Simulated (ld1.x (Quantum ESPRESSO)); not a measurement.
# Reading a pseudo-wave (Mn (Z = 25))

Columns: radius, all-electron u(r) and pseudo u(r) of the 3s shell (level -85.40 eV) of manganese in the configuration [Ne] 3s2 3p6 3d5 4s2 4p0; LDA (PZ), scalar-relativistic, ultrasoft scheme, ld1.x (Quantum ESPRESSO) 7.5.

| r (bohr) | all-electron | pseudo |
| --- | --- | --- |
| 0.085 | -0.0555 | 0.1833 |
| 0.170 | -0.6218 | 0.3598 |
| 0.255 | -0.4889 | 0.5229 |
| 0.340 | -0.0218 | 0.6669 |
| 0.425 | 0.4692 | 0.7872 |
| 0.510 | 0.8473 | 0.8803 |
| 0.595 | 1.0822 | 0.9444 |
| 0.680 | 1.1904 | 0.9790 |
| 0.765 | 1.2041 | 0.9852 |
| 0.850 | 1.1546 | 0.9653 |
| 0.935 | 1.0677 | 0.9231 |
| 1.020 | 0.9621 | 0.8628 |
| 1.105 | 0.8505 | 0.7893 |
| 1.190 | 0.7410 | 0.7078 |
| 1.275 | 0.6384 | 0.6231 |
| 1.360 | 0.5450 | 0.5396 |
| 1.445 | 0.4620 | 0.4608 |
| 1.530 | 0.3894 | 0.3894 |
| 1.615 | 0.3265 | 0.3266 |
| 1.700 | 0.2727 | 0.2727 |
| 1.785 | 0.2271 | 0.2271 |
| 1.870 | 0.1885 | 0.1885 |
| 1.955 | 0.1561 | 0.1561 |
| 2.040 | 0.1290 | 0.1290 |
| 2.125 | 0.1064 | 0.1064 |
| 2.210 | 0.0876 | 0.0876 |

Q: How many radial nodes do the two functions have?

A: The all-electron 3s function has n − l − 1 = 2 (the table is too coarse to show those close to the nucleus); the pseudo-wave has 0, since the states of the same l below it are removed with the core.

Q: At about which radius was the pseudo-wave matched?

A: 1.70 bohr. The columns agree to 0.0005 from 1.53 bohr on; several derivatives are matched, so the curves merge somewhat inside the radius.

Q: Is the pseudo-wave norm-conserving?

A: No, it belongs to an ultrasoft set: the norm inside the radius is not constrained, and the difference is carried by the augmentation charge.
